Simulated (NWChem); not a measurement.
# BeHOBr; SMILES [OH][Be][Br]

```xyz
4

Be     0.0014     1.1598     0.0000
Br     0.0050    -0.8114     0.0000
O      0.0554     2.5658     0.0000
H     -0.6232     3.2323     0.0000
```
Atoms are numbered in this order, from 1.

Results from NWChem. The geometry was optimised at PBE0-D3(BJ)/def2-TZVP. Vertical excitations in the gas phase; the lowest state need not have the same character in each row.

Among these, which level gives the highest value of “lowest excitation, singlet (eV)”?
(A) CAM-B3LYP/def2-SVP, TDA
(B) BHandHLYP/def2-SVP, TDA
(C) B3LYP/def2-SVP, TDA
(D) PBE/def2-SVP, TDA

B, BHandHLYP/def2-SVP, TDA. Values: PBE/def2-SVP, TDA 6.24; B3LYP/def2-SVP, TDA 6.62; CAM-B3LYP/def2-SVP, TDA 6.96; BHandHLYP/def2-SVP, TDA 7.25
